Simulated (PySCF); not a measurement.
Electron affinity of Sc by level of theory

Sc⁻ [Ar] 3d2 4s2 [3d3/2^2, M_J = 2] → Sc [Ar] 3d1 4s2 [3d3/2^1, M_J = 3/2], as a difference of total energies. Computed with PySCF 2.14 in x2c-SVPall-2c with one added diffuse shell each of s, d type (6s5p4d1f, 48 functions), with the two-component X2C-1e Hamiltonian. Correlated levels: [Ne] frozen. "Screened" scales the spin-orbit matrix elements by Boettger's factors to mimic the two-electron term; Breit and QED terms are absent.

```
                    method  electron affinity (eV)
 GHF (screened spin-orbit)                  -0.794
GMP2 (screened spin-orbit)                  -0.784
```

The configuration of this anion was assumed by filling the next shell in order. It is not the known or likely ground configuration (Ca⁻, Sr⁻ and Ba⁻, for instance, bind a p electron), so these values are not the electron affinity of the element.

The labels give the starting determinants; with spin-orbit coupling the two ends relaxed to ⟨J²⟩ = 8.01, ⟨L²⟩ = 12.00, ⟨S²⟩ = 2.00 and ⟨J²⟩ = 3.76, ⟨L²⟩ = 6.01, ⟨S²⟩ = 0.75.

A negative affinity means that the anion lies above the atom at that level of theory.

The determinant of Sc⁻ mixes levels of different J (the jj label is only the starting occupation), so the difference between spin-free and spin-orbit rows is not the physical spin-orbit shift.
